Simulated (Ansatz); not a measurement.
Reaction (redistribution): `C[SiH](F)P` + `[CH3][SbH][CH2]N` → `C[SiH](F)PN` + `[CH3][SbH][CH3]`

Isolated molecules relaxed with PBE0-D4/def2-TZVP in Ansatz; ΔE leaves out vibrations. CCSD(T)/CBS is the MP2 limit (def2-TZVPP, def2-QZVPP) plus CCSD(T) − MP2 in def2-TZVPP, frozen cores. DFT in def2-TZVPP. def2 core potentials past Kr. For Sb outer-core shells are correlated without core-valence functions, which leaves a few kJ/mol of doubt a bond. Each species was taken in one conformer, which may not be the lowest.

```
             level  ΔE (eV)
         r2SCAN-D4    -0.52
            B2PLYP    -0.56
     HF/def2-TZVPP    -0.67
   CCSD/def2-TZVPP    -0.54
CCSD(T)/def2-TZVPP    -0.51
SCS-MP2/def2-QZVPP    -0.58
      HF/CBS(def2)    -0.68
     MP2/CBS(def2)    -0.58
```

(1) What does CCSD(T)/CBS give? (An estimate is asked.)

Largest T1 diagnostic among the species: 0.012.

## Answers

(1) Computed: -0.54 eV. The listed levels differ from it by 0.02, -0.02, -0.13, 0.00, 0.03, -0.04, -0.14, -0.04 eV.

From PBE to PBE0 (25 % exact exchange), in def2-TZVPP and without D4, ΔE moves by −0.05 eV. In def2-TZVPP, CCSD(T) changes the Hartree–Fock value by +0.16 eV (the triples alone add +0.03 eV) and MP2 by +0.12 eV.
